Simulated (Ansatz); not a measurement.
Cost and result for the atomization energy of `F/C=C(/F)C=C(F)F` (10 atoms, 9 bonds).

Z-matrix (Å, degrees):
```
C
C 1 1.331
F 1 1.336 2 120.6
H 1 1.081 2 124.3 3 -180.0
C 2 1.438 1 125.4 3 0.0
F 2 1.339 1 117.2 3 -180.0
C 5 1.326 2 126.2 1 -180.0
H 5 1.081 2 117.1 1 0.0
F 7 1.311 5 123.0 2 -180.0
F 7 1.305 5 126.8 2 0.0
```

The species carries charge 0 and has multiplicity 1. All single points use the PBE0-D4/def2-TZVP geometry. It is one conformer, not always the lowest. Program: Ansatz. All runs use 8 threads of an Arm Neoverse V2 on a shared host. Times are those of one run each, without the atoms' runs, and a repeat can differ threefold. Electronic energies, without spin–orbit coupling; frozen cores. CCSD(T)/CBS adds CCSD(T) − MP2 in def2-TZVPP to the MP2 limit, and its time is that of the two runs behind it. T1 = 0.013; the RHF reference is unstable towards UHF.

CCSD(T)/CBS is a level of theory with its own doubt, some kJ/mol a heavy atom from the limit and from the frozen cores, so smaller differences don't rank the functionals.

```
                             level  functions  wall time
            LDA (SPW92)/def2-TZVPP        276      1.4 s
              revPBE-D4/def2-TZVPP        276      1.4 s
               BHLYP-D4/def2-TZVPP        276      2.1 s
           CAM-B3LYP-D4/def2-TZVPP        276      2.3 s
                PBE0-D4/def2-TZVPP        276      2.6 s
r2SCAN-D4/def2-TZVPP (with forces)        276      3.2 s
             r2SCANh-D4/def2-TZVPP        276      3.6 s
                 B2PLYP/def2-TZVPP        276      4.4 s
                ωB97X-V/def2-TZVPP        276      4.7 s
                  CCSD(T)/def2-SVP        122       12 s
                    MP2/def2-QZVPP        516       17 s
                CCSD(T)/def2-TZVPP        276    5.4 min
                 CCSD(T)/CBS(def2)          –    5.7 min
```

**Question.** What atomization energy does each give, and how far from CCSD(T)/CBS? (An estimate is asked.)

**Answer.** The calculation gave: 
```tsv
level	atomization (kJ/mol)	difference from CCSD(T)/CBS	per bond
LDA (SPW92)/def2-TZVPP	5313.9	962.4	106.9
revPBE-D4/def2-TZVPP	4445.5	94.0	10.4
BHLYP-D4/def2-TZVPP	4125.5	-226.0	-25.1
CAM-B3LYP-D4/def2-TZVPP	4403.4	51.9	5.8
PBE0-D4/def2-TZVPP	4438.2	86.7	9.6
r2SCAN-D4/def2-TZVPP (with forces)	4422.4	70.9	7.9
r2SCANh-D4/def2-TZVPP	4362.7	11.2	1.3
B2PLYP/def2-TZVPP	4329.0	-22.5	-2.5
ωB97X-V/def2-TZVPP	4377.7	26.2	2.9
CCSD(T)/def2-SVP	4167.2	-184.3	-20.5
MP2/def2-QZVPP	4492.6	141.1	15.7
CCSD(T)/def2-TZVPP	4231.0	-120.5	-13.4
CCSD(T)/CBS(def2)	4351.5	0.0	0.0
```

From r2SCAN to r2SCAN0 (25 % exact exchange), in def2-TZVPP and without D4, the atomization energy moves by −145.7 kJ/mol: exact exchange takes away binding that semilocal exchange gives to molecules. At CCSD(T), def2-SVP lies −184.2 kJ/mol from the extrapolated value and def2-TZVPP −120.5 kJ/mol: correlation converges slowly with the basis, and small sets miss more of it in the bonded molecule than in its fragments. The D4 term adds +30.9 kJ/mol with B3LYP and +16.2 kJ/mol with PBE0; it sums over pairs of atoms, weighted by their polarisabilities, and B3LYP, whose exchange is more repulsive, gets the larger term.

B3LYP here is the variant with VWN-RPA as its local correlation; programs differ in this.
